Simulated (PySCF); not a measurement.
Telling isomers of C5H8N2O apart by NMR

All values are calculated (PySCF 2.14): PBE0/pcSseg-1 with gauge-including orbitals, GFN2-xTB geometry. Non-relativistic, rapidly exchanging positions averaged, in vacuum, single conformer.

References, each an isolated molecule treated in the same way: $^{1}$H, $^{13}$C vs TMS. Where no couplings were computed, multiplicities follow the n + 1 count of equivalent neighbours, and m marks all less simple cases (inequivalent or close neighbours, rings, F or P nearby). Acid and N–H amide carbonyl carbons lie up to 10 ppm further downfield in solution (hydrogen bonding). Shifts are as computed. Against solution values, carbons near 30 ppm lie about +3 ppm off and those near 130 ppm about +5 ppm. Of 1211 compounds with measured shifts, 218 miss one by over three times the rms of a fit or turn the order of signals round; such compounds aren't used in these exercises. OH and NH positions are gas-phase values without hydrogen bonding to other molecules.

(1) Tabulate the signals of `C=NC(=C)NC(C)=O`, `COc1c[nH]nc1C`, `CC(C)c1nnco1`, `CCc1nnc(C)o1` and their relative energies.

(2) What is the quickest way to tell C=NC(=C)NC(C)=O from CCc1nnc(C)o1?

(3) What is the quickest way to tell C=NC(=C)NC(C)=O from CC(C)c1nnco1?

(4) What is the quickest way to tell CC(C)c1nnco1 from CCc1nnc(C)o1?

## Answers

(1) 
```json
{"SMILES": "C=NC(=C)NC(C)=O", "carbon types": "2×C 2×CH2 1×CH3", "δC": "168.9, 154.9, 153.8, 85.5, 26.4", "δH": "7.99 (d, 1H), 7.14 (d, 1H), 6.44 (br, 1H), 5.94 (br s, 1H), 4.55 (br s, 1H), 2.04 (s, 3H)", "E rel. (kcal/mol)": "8.8"}
{"SMILES": "COc1c[nH]nc1C", "carbon types": "2×C 1×CH 2×CH3", "δC": "152.9, 140.6, 111.1, 58.7, 13.5", "δH": "8.65 (br s, 1H), 6.80 (s, 1H), 3.84 (s, 3H), 2.39 (s, 3H)", "E rel. (kcal/mol)": "12.6"}
{"SMILES": "CC(C)c1nnco1", "carbon types": "1×C 2×CH 2×CH3", "δC": "179.9, 156.5, 30.7, 25.2", "δH": "8.09 (s, 1H), 3.10 (sept, 1H), 1.52 (d, 6H)", "E rel. (kcal/mol)": "7.6"}
{"SMILES": "CCc1nnc(C)o1", "carbon types": "2×C 1×CH2 2×CH3", "δC": "175.0, 169.7, 24.2, 16.5, 13.6", "δH": "2.94 (q, 2H), 2.60 (s, 3H), 1.32 (t, 3H)", "E rel. (kcal/mol)": "0.0"}
```

Energies are electronic energies at PBE0/pcSseg-1 on these geometries, without zero-point or thermal terms, each for the one conformer computed, which needn't be the lowest.

(2) Both give the same number of carbon signals, but DEPT or the intensities differ. The first has a C=N carbon (CH2) at 153.8 ppm, the second an sp3 CH2 on an aromatic ring at 24.2 ppm. Their most deshielded carbons lie at 168.9 and 175.0 ppm. In the proton spectra the most deshielded non-exchanging signals are 7.99 (d, 1H) and 2.94 (q, 2H).

(3) Count the carbon signals: 5 against 4. The first has a C=N carbon (CH2) at 153.8 ppm, the second an aromatic CH between two ring heteroatoms at 156.5 ppm. Their most deshielded carbons lie at 168.9 and 179.9 ppm.

(4) Count the carbon signals: 4 against 5. The first has an aromatic CH between two ring heteroatoms at 156.5 ppm, the second an sp3 CH2 on an aromatic ring at 24.2 ppm. Their most deshielded carbons lie at 179.9 and 175.0 ppm. In the proton spectra the most deshielded non-exchanging signals are 8.09 (s, 1H) and 2.94 (q, 2H).
